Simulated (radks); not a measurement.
Results of a calculation; reference values are marked as such.
Question: Ionisation of neutral lanthanum, [Xe] 5d1 6s2, to [Xe] 5d2 as the strength of local exchange is varied. Code: a radial shooting solver on a logarithmic mesh with Libxc functionals. Model: scalar-relativistic Kohn-Sham, Slater X-alpha exchange (alpha = 2/3 is LDA exchange), no correlation, spin-polarised, spherical densities, finite nucleus; open shells are filled with parallel spins first (spin-orbit coupling, left out, can overturn this in heavy ions); Fermi nuclear charge, rms radius 4.855 fm.

alpha  E(La) (hartree)  exchange (hartree)  IE (eV)  -e of the level emptied (eV)  <r> of it (bohr)
0.572       -8453.8451           -163.4608    5.082                    2.407 (6s)             4.731
0.667       -8481.1162           -191.1868    5.099                    2.753 (6s)             4.611
0.716       -8495.2146           -205.5516    5.098                    2.942 (6s)             4.550
0.736       -8500.9754           -211.4273    5.096                    3.021 (6s)             4.526
0.762       -8508.4699           -219.0766    5.092                    3.126 (6s)             4.494
0.855       -8535.3277           -246.5378    5.061                    3.514 (6s)             4.383
0.992       -8575.0364           -287.2768    4.973                    4.127 (6s)             4.229
x           -8557.6246           -269.3931    5.018                    3.853 (6s)             4.295

Which alpha was used in the last row?

Answer: alpha = 0.932. NIST Atomic Spectra Database: 5.577 eV (measured). The central value is not met in this range of alpha. Open shells are spherical and high-spin; term and fine-structure splittings are not resolved. Spin-orbit splitting is averaged out at the scalar-relativistic level.
